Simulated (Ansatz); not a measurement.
Steps of a relaxation of `O=[C]1N[CH2][GaH]1` with RKS PBE0-D4/def2-TZVP.

```sh
$ ansatz run in.yaml --threads 4 --pin off --events-out ev --progress --plain --max-ram 10444MiB
```

```yaml
crystal:
  periodic: [false, false, false]
  atoms:
    - {symbol: O, position_ang: [-2.178708, -1.145573, -0.750843]}
    - {symbol: C, position_ang: [-1.209202, -0.576663, -0.294315]}
    - {symbol: N, position_ang: [0.046924, -0.434517, -0.868754]}
    - {symbol: C, position_ang: [1.017357, 0.307649, -0.065569]}
    - {symbol: Ga, position_ang: [-0.466533, 0.509284, 1.328261]}
    - {symbol: H, position_ang: [0.248567, -0.831509, -1.797015]}
    - {symbol: H, position_ang: [1.374112, 1.240040, -0.553385]}
    - {symbol: H, position_ang: [1.899589, -0.298626, 0.232551]}
    - {symbol: H, position_ang: [-0.643607, 1.183616, 2.751970]}
basis:
  gaussian: {orbitals: def2-TZVP}
hamiltonian: {xc: pbe0, dispersion: d4}
relax: {f_tol: 0.005, max_steps: 150}
```

Positions (Å) and forces (eV/Å) along the path, 6 of 6 steps:

```xyz
9
step=1 energy=-58042.2391 eV
O    -2.179   -1.146   -0.751    1.031    0.556    0.382
C    -1.209   -0.577   -0.294   -0.194   -0.225   -0.300
N     0.047   -0.435   -0.869   -0.281   -0.234   -0.288
C     1.017    0.308   -0.066    0.153    0.058    0.023
Ga   -0.467    0.509    1.328    0.169   -0.043   -0.210
H     0.249   -0.832   -1.797   -0.142    0.259    0.627
H     1.374    1.240   -0.553   -0.226   -0.491    0.218
H     1.900   -0.299    0.233   -0.484    0.273   -0.176
H    -0.644    1.184    2.752   -0.026   -0.154   -0.275
9
step=2 energy=-58042.2846 eV
O    -2.156   -1.127   -0.733    0.107    0.044    0.011
C    -1.194   -0.565   -0.284    0.117    0.050    0.021
N     0.049   -0.432   -0.864   -0.149   -0.085   -0.075
C     1.016    0.307   -0.066    0.084    0.024    0.000
Ga   -0.452    0.510    1.319    0.063   -0.038   -0.120
H     0.243   -0.829   -1.781   -0.029    0.074    0.174
H     1.364    1.226   -0.556   -0.055   -0.132    0.082
H     1.886   -0.298    0.221   -0.132    0.096   -0.034
H    -0.666    1.162    2.727   -0.006   -0.034   -0.058
9
step=3 energy=-58042.2880 eV
O    -2.152   -1.122   -0.729   -0.032   -0.028   -0.035
C    -1.190   -0.561   -0.280    0.054    0.044    0.055
N     0.047   -0.432   -0.862   -0.025   -0.011   -0.010
C     1.016    0.307   -0.067   -0.008    0.003    0.014
Ga   -0.445    0.509    1.311    0.002    0.002   -0.003
H     0.239   -0.829   -1.774    0.011   -0.005   -0.014
H     1.362    1.223   -0.553    0.000    0.003   -0.008
H     1.882   -0.293    0.221    0.004   -0.007   -0.003
H    -0.670    1.153    2.716   -0.004   -0.001    0.003
9
step=4 energy=-58042.2881 eV
O    -2.152   -1.121   -0.729   -0.010   -0.010   -0.013
C    -1.190   -0.560   -0.279    0.012    0.016    0.021
N     0.047   -0.432   -0.862   -0.016   -0.009   -0.008
C     1.016    0.307   -0.067    0.003    0.002    0.004
Ga   -0.445    0.509    1.311    0.002    0.000   -0.001
H     0.239   -0.830   -1.774    0.005    0.000   -0.001
H     1.362    1.222   -0.554    0.001    0.003   -0.001
H     1.882   -0.294    0.220    0.003   -0.001    0.001
H    -0.672    1.152    2.717   -0.001   -0.001    0.000
9
step=5 energy=-58042.2881 eV
O    -2.152   -1.120   -0.729   -0.002   -0.001    0.001
C    -1.190   -0.559   -0.279    0.002   -0.004   -0.007
N     0.047   -0.433   -0.862    0.005    0.008    0.013
C     1.016    0.308   -0.067   -0.003   -0.007   -0.007
Ga   -0.444    0.510    1.311    0.001    0.005    0.000
H     0.240   -0.833   -1.773    0.000    0.001   -0.001
H     1.361    1.223   -0.555   -0.002   -0.002    0.001
H     1.883   -0.293    0.220   -0.001    0.000   -0.001
H    -0.672    1.150    2.717    0.000   -0.001    0.000
9
step=6 energy=-58042.2881 eV
O    -2.152   -1.120   -0.729   -0.001   -0.001   -0.001
C    -1.190   -0.559   -0.279    0.000    0.001    0.001
N     0.047   -0.432   -0.862    0.000    0.000    0.000
C     1.016    0.307   -0.067    0.001    0.000    0.000
Ga   -0.444    0.510    1.311    0.001    0.000    0.000
H     0.240   -0.832   -1.773    0.001    0.000    0.000
H     1.362    1.223   -0.555   -0.001    0.000    0.000
H     1.883   -0.293    0.220   -0.001    0.000    0.000
H    -0.673    1.150    2.717    0.000    0.000    0.000
```

It took 20 s on 4 threads of an Arm Neoverse V2 on a shared host, with 0.51 GiB of host memory at the peak.
